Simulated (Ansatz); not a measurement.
Molecule: CH8ClNSi2, charge 0, multiplicity 1. SMILES: C[SiH](Cl)N[SiH3]
Coordinates optimised at B3LYP-D3(BJ)/def2-TZVP (Ansatz, a first-principles code):
```xyz
13

Si     0.6194     0.4621    -0.5705
C      1.5142    -1.1142    -0.9724
Cl     1.2633     1.0615     1.3231
N     -1.0862     0.2670    -0.6236
Si    -2.0752    -0.9955     0.0393
H      0.9671     1.5715    -1.4799
H      1.2335    -1.4690    -1.9662
H      2.5924    -0.9485    -0.9526
H      1.2811    -1.8954    -0.2481
H     -1.5857     1.1041    -0.8959
H     -2.8239    -0.5511     1.2391
H     -1.1775    -2.1096     0.4098
H     -3.0628    -1.4643    -0.9619
```
Charge 0, spin multiplicity 1.

Parts of the frozen-core correlation energy in cc-pVTZ (Ansatz, hartree). Frozen orbitals: 17; correlated occupied orbitals by spin: 16 and 16; virtual: 241 and 241. Spin-orbit coupling is left out. Non-relativistic.

```csv
term,value
reference (HF),-1134.55136
MP2 opposite-spin,___
MP2 same-spin,-0.18105
CCSD correlation,___
(T),___
T1 diagnostic,0.010
largest doubles amplitude,0.020
```

Problem. Some entries are withheld; supply them.

Solution. 
- MP2 opposite-spin, value: -0.64581
- CCSD correlation, value: -0.89189
- (T), value: -0.03418
